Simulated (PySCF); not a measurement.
ErCl: one state, many levels of theory

State: quartet, about 11.6 electrons in the 4f shell (Mulliken), real f orbitals that mix terms. Set-up: Er x2c-SVPall, Cl x2c-SVPall; spin-free X2C with a Gaussian nucleus (PySCF 2.14). De refers to Er (4f12 6s2) + Cl in their high-spin ground configurations, without counterpoise correction. The functionals are run spin-unrestricted. A positive dipole means Er(−)Cl(+). Levels whose curve was spin-contaminated or gave no clean fit are not listed.

```tsv
Level	Re (Å)	ωe (cm⁻¹)	De (eV)	μ (D)	CPU s a point (SCF and correlation, without the integrals)
ROHF	2.541	300	n/a	-4.99	5
ROHF-MP2	2.429	340	n/a	n/a	8
ROHF-SCS-MP2	2.451	332	n/a	n/a	n/a
r²SCAN	2.434	324	4.99	-3.56	16
M06-L	2.466	313	4.60	-3.86	42
PBE0	2.445	314	4.37	-3.80	9.6
```

(1) What does second-order correlation do here, going from ROHF to ROHF-MP2?

Correlated steps freeze 23 core orbitals. These are scalar-relativistic numbers at best; spin–orbit coupling would shift them, the dissociation energy most. With d or f electrons several states lie close, and the lowest PBE0 determinant need not be the measured ground state.

The whole job (state search and all levels along the bond) took about 25 min on 2 threads of Arm Neoverse V1 (shared host), peak memory 3.6 GiB.

## Answers

(1) ROHF-MP2 less ROHF: -11.2 pm in Re, +13.3 % in ωe. Correlation nearly always deepens the well. The bond shortens, as in weak, metallic or heavy-atom bonds, where dispersion and the correlation of outer-core electrons pull the atoms together.
